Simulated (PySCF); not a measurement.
Computed structure and properties of TlH3(H2O)

System: TlH3(H2O) (singlet); start: template (Cs). Method: PySCF 2.14.0, RKS PBE0, Tl def2-SVP with ECP60, H def2-SVP, O def2-SVP; non-relativistic Hamiltonian with scalar-relativistic core potentials where named; density fitting; no spin-orbit coupling.

Input of the relaxation:

```python
mol = gto.M(atom='''
Tl     0.10057    -0.10057     0.10057
H      1.23797     1.03683     1.23797
H     -1.03683    -1.23797     1.23797
H      1.23797    -1.23797    -1.03683
O     -1.18693     1.18693    -1.18693
H     -1.52753     2.07203    -0.98313
H     -1.52753     0.98313    -2.07203''',
    basis={'Tl': 'def2-SVP', 'H': 'def2-SVP', 'O': 'def2-SVP'},
    ecp={'Tl': 'def2-SVP'},
    charge=0, spin=0)
mf = dft.RKS(mol, xc='PBE0')
mf.grids.atom_grid = (50, 194)
mf = mf.density_fit()  # fitting sets: Tl def2-universal-JKFIT, H def2-universal-JKFIT, O def2-universal-JKFIT
mf.conv_tol = 1e-08; mf.max_cycle = 55
mf.kernel(dm0)  # dm0: converged density of the start geometry
# quasi-Newton relaxation in Cartesian coordinates to a largest gradient under 0.00045 Eh/bohr, steps kept in the point group
```

Run from Python with OMP_NUM_THREADS=2; the lines above give its settings. Where DIIS fails, smearing, a level shift and second-order steps follow.
It took 22 s on 2 threads of Arm Neoverse V2, with other jobs on the host, from the converged density of the start.

Course of the relaxation:

```tsv
step	energy above end (eV)	largest force component within the symmetry (eV/Å)
0	1.2762	2.577
1	0.5418	1.473
2	0.0763	0.431
3	0.0344	0.155
4	0.0297	0.271
5	0.0275	0.084
6	0.0238	0.130
7	0.0212	0.337
12	0.0039	0.339
13	0.0007	0.099
14	0.0005	0.036
15	0.0002	0.021
16	0.0000	0.026
17	0.0000	0.006
```
(The steps between are left out.)

Relaxed geometry (Cs):

```xyz
7

Tl    0.3297   -0.2745    0.2745
H     1.1156    1.0402    1.1118
H    -1.1670   -0.9250    0.9250
H     1.1156   -1.1118   -1.0402
O    -0.9738    1.3059   -1.3059
H    -1.5612    1.8740   -0.7936
H    -1.5612    0.7936   -1.8740
```

| contact | Å |
| --- | --- |
| Tl1–H2 (H) | 1.746 |
| Tl1–H3 (H) | 1.757 |
| Tl1–H4 (H) | 1.746 |
| Tl1–O5 (H2O) | 2.587 |

On the finer grid (75, 302):

```yaml
HOMO: -7.37 eV
LUMO: -0.67 eV
Dipole_about_the_centre_of_mass: 3.30 D
Set_of_Mulliken_populations_of_Tl1_outside_the_core_potential: s 3.34, p 7.53, d 9.99
D3_BJ_dispersion_energy_not_in_the_energies: -0.075 eV
```

```csv
atom,Mulliken (e),Löwdin (e),spin (e)
Tl1,0.14,0.09,0.00
H2,-0.09,-0.09,0.00
H3,-0.11,-0.10,0.00
H4,-0.09,-0.09,0.00
O5,-0.24,-0.02,0.00
H6,0.19,0.10,0.00
H7,0.19,0.10,0.00
```

On the grid (50, 194), as all that follows. Harmonic modes: a minimum; lowest 64 cm⁻¹ (negative: unstable), highest 3955 cm⁻¹, zero-point energy 1.123 eV.

Taking off one H (charge -1, singlet; the rest: singlet) in vacuum, both parts rigid, costs 10.45 eV; the small basis without counterpoise inflates it. Most of it is the attraction of opposite charges; other ways to part are cheaper, and one spin state was tried for the rest.

Rigid scan of H along the line from its metal:

| distance to H2 (Å) | energy (eV) |
| --- | --- |
| 1.45 | 0.819 |
| 1.55 | 0.311 |
| 1.65 | 0.067 |
| 1.75 | 0.000 |
| 1.85 | 0.051 |
| 1.95 | 0.180 |
| 2.15 | 0.569 |
| 2.45 | 1.267 |
| 2.85 | 2.149 |
| 3.35 | 3.018 |

Taking off one H2O (charge 0, singlet; the rest: singlet) in vacuum, both parts rigid, costs 0.58 eV; the small basis without counterpoise inflates it.

Rigid scan of H2O along the line from its metal:

(distance to O5 (Å), energy (eV)): (2.29, 0.195), (2.39, 0.072), (2.49, 0.015), (2.59, 0.000), (2.69, 0.010), (2.79, 0.036), (2.99, 0.106), (3.29, 0.215), (3.69, 0.331), (4.19, 0.432)

One start shape was tried, so this needn't be the lowest isomer.
